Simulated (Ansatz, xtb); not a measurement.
**C3H7F2NSi: which of two structures lies lower**

We compare X, a triplet given by its coordinates, with Y, `CC(F)(F)/C=N\[SiH3]`, a singlet. Both are isolated molecules in the gas phase, relaxed with B3LYP/def2-SVP; the shapes shown needn't be the lowest conformers.

X (Å):

```xyz
14

C    -0.5803    3.6441    0.7295
C    -1.0622    2.5528   -0.2084
C    -0.2596    1.2713   -0.2158
F    -2.3630    2.2409    0.1272
F    -1.0846    3.0402   -1.4845
N    -0.2493    0.5230    0.9151
Si   -1.1694   -0.9163    1.3728
H    -1.2672    4.5021    0.6715
H     0.4295    3.9679    0.4410
H    -0.5533    3.2633    1.7597
H     0.6494    1.2747   -0.8354
H    -1.9664   -1.5078    0.2600
H    -0.1757   -1.9024    1.8821
H    -2.0631   -0.4971    2.4885
```

Close contacts (Å): C1–C2 1.52, C2–C3 1.51, C2–F4 1.38, C2–F5 1.37, C3–N6 1.36, N6–Si7 1.77, C1–H8 1.10, C1–H9 1.10, C1–H10 1.10, C3–H11 1.10, Si7–H12 1.49, Si7–H13 1.49, Si7–H14 1.49.

Y (Å):

```xyz
14

C    -0.6425    3.4993    0.8354
C    -1.0724    2.4128   -0.1258
C    -0.0452    1.2902   -0.3114
F    -2.2589    1.8743    0.2914
F    -1.2964    2.9609   -1.3602
N    -0.0579    0.1515    0.2202
Si   -1.1534   -0.6945    1.3118
H    -1.4200    4.2772    0.8627
H     0.3033    3.9500    0.5017
H    -0.5085    3.0831    1.8438
H     0.7690    1.5866   -1.0051
H    -2.2078   -1.3419    0.4834
H    -0.3493   -1.7497    1.9853
H    -1.7753    0.1569    2.3700
```

Estimate E(Y) − E(X) at the level CCSD(T)/def2-SVP + ΔMP2/def2-TZVPP.

Calculated at CCSD(T)/def2-SVP + ΔMP2/def2-TZVPP: E(Y) − E(X) = −267.6 kJ/mol, so structure Y lies lower.

Level by level:

```json
{"level": "B3LYP/def2-SVP", "geometry": "B3LYP/def2-SVP", "E(Y) − E(X) (kJ/mol)": "−238.8", "departure from the last row (kJ/mol)": "+28.9", "job, with rough time for the two": "optimisation, 2.2 min"}
{"level": "HF/def2-SVP", "geometry": "B3LYP/def2-SVP", "E(Y) − E(X) (kJ/mol)": "−160.3", "departure from the last row (kJ/mol)": "+107.4", "job, with rough time for the two": "part of the CCSD(T) run"}
{"level": "MP2/def2-SVP", "geometry": "B3LYP/def2-SVP", "E(Y) − E(X) (kJ/mol)": "−283.8", "departure from the last row (kJ/mol)": "−16.1", "job, with rough time for the two": "part of the CCSD(T) run"}
{"level": "CCSD(T)/def2-SVP", "geometry": "B3LYP/def2-SVP", "E(Y) − E(X) (kJ/mol)": "−258.7", "departure from the last row (kJ/mol)": "+9.0", "job, with rough time for the two": "single point"}
{"level": "CCSD(T)/def2-SVP + ΔMP2/def2-TZVPP", "geometry": "B3LYP/def2-SVP", "E(Y) − E(X) (kJ/mol)": "−267.6", "departure from the last row (kJ/mol)": "", "job, with rough time for the two": "single point, 3 min"}
```

None of the levels shown reverses the order. The largest departure from CCSD(T)/def2-SVP + ΔMP2/def2-TZVPP is that of HF/def2-SVP, 107.4 kJ/mol. Levels run at GFN2-xTB geometries aren't shown. The last row adds to CCSD(T) the change of the MP2 difference between the two basis sets, here −9.0 kJ/mol.

With thermal terms from frequencies at re-optimised GFN2-xTB minima (ideal gas, soft modes damped towards free rotors, one conformer each, 298.15 K, 1 atm): on the last row, ΔE + ΔZPE = −257.3, ΔH = −259.1, ΔG = −255.2 kJ/mol.

Open shells are spin-unrestricted. The correlated steps freeze 11 core orbitals. ΔG holds the spin degeneracy. Codes used: Ansatz 0.2.0, xtb 6.7.1; the last row on 4 threads of Arm Neoverse V1 on a shared host.
